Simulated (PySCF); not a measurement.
# C₆ coefficients of unlike pairs at PBE0

Calculated with PySCF 2.14 from the dipole response of each species, C₆(A,B) = (3/π) ∫ α_A(iu) α_B(iu) du, in atomic units, from isotropic polarisabilities. For ions this is the dispersion term alone; charge-induced terms of lower order in 1/R come first.

```tsv
species	configuration	basis	relativity	α (bohr³)	C₆ (like pair)
Tc	[Kr] 4d5 5s2 (6S)	aug-cc-pwCVDZ-PP with ECP28MDF (6s6p5d3f)	core potential	90.13	1025
N³⁺	[He] 2s2 (1S)	dyall-av3z (15s9p3d2f)	spin-free X2C	2.119	2.102
Bi⁺	[Xe] 4f14 5d10 6s2 6p2 (3P)	aug-cc-pV5Z-PP with ECP60MDF (8s8p6d4f3g2h)	core potential	27.46	253.8
Ir	[Xe] 4f14 5d7 6s2 (4F)	aug-cc-pVTZ-PP with one added diffuse shell each of s, p, d, f, g type with ECP60MDF (7s7p6d4f3g)	core potential	50.62	554.6
```

Task: Estimate C₆ for Ir with N³⁺.

Result: The integral gives 32.73. The combination rule 2 C_A C_B / (C_A α_B/α_A + C_B α_A/α_B) gives 31.75 and the geometric mean 34.14.

No spin-orbit coupling is included, so Bi⁺, close to jj coupling, stand for model states.

The other pairs:

| pair | C₆ |
| --- | --- |
| Bi⁺, Tc | 471.5 |
| Ir, Tc | 735.1 |
| Bi⁺, N³⁺ | 22.93 |
| Ir, Bi⁺ | 369.6 |
| N³⁺, Tc | 40.67 |
